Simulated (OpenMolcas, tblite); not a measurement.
C2H6FIn (SMILES C[CH](F)[InH2]): the energy, rung by rung

C2H6FIn: 10 atoms, total charge 0, spin state singlet. As SMILES, `C[CH](F)[InH2]`. The coordinates come from a PBE0-D4/def2-TZVP relaxation.

| atom | x (Å) | y (Å) | z (Å) |
| --- | --- | --- | --- |
| C | -0.1408 | 1.2536 | -0.5752 |
| C | 0.6338 | 0.1800 | 0.1372 |
| F | 0.8702 | 0.5971 | 1.4678 |
| In | -0.3852 | -1.7455 | 0.4238 |
| H | 0.3913 | 2.2105 | -0.5415 |
| H | -1.1319 | 1.3976 | -0.1391 |
| H | -0.2719 | 0.9793 | -1.6266 |
| H | 1.6212 | 0.0551 | -0.3158 |
| H | -2.0799 | -1.6962 | 0.7627 |
| H | 0.4931 | -3.2315 | 0.4066 |

Each level gives the energy change with the C1–C2 bond stretched from 1.503 to 2.706 Å (eV). The values are calculated.

| level | kind | program | value (eV) | less CCSD(T)/def2-SVP |
| --- | --- | --- | --- | --- |
| GFN2-xTB | semi-empirical | tblite | 4.28 | +0.48 |
| HF/def2-SVP (core potential) (unrestricted) | Hartree–Fock | OpenMolcas | 4.90 | +1.10 |
| SVWN5/def2-SVP (core potential) (restricted) | LDA | OpenMolcas | 4.19 | +0.39 |
| PBE/def2-SVP (core potential) (restricted) | GGA | OpenMolcas | 3.77 | -0.03 |
| TPSS/def2-SVP (core potential) (restricted) | meta-GGA | OpenMolcas | 3.71 | -0.09 |
| BHLYP/def2-SVP (core potential) (restricted) | global hybrid | OpenMolcas | 4.55 | +0.75 |
| M06-2X/def2-SVP (core potential) (restricted) | hybrid meta-GGA | OpenMolcas | 4.39 | +0.59 |
| B2PLYP/def2-SVP (core potential) (restricted) | double hybrid | OpenMolcas | 4.07 | +0.27 |
| MP2/def2-SVP (core potential) (restricted) | perturbation theory | OpenMolcas | 4.27 | +0.47 |
| CCSD(T)/def2-SVP (Cholesky decomposition, core potential) (restricted) | coupled cluster or CI | OpenMolcas | 3.80 | 0.00 |

Differences are taken from CCSD(T)/def2-SVP (Cholesky decomposition, core potential) (restricted) for orientation; it has basis-set and higher-order errors of its own. At this stretch a single reference begins to fail. The first shape isn't each level's own minimum. The values span 3.71 to 4.90 eV. In the correlated wave-function rows the outer d shell of In is correlated, in sets not made for it.
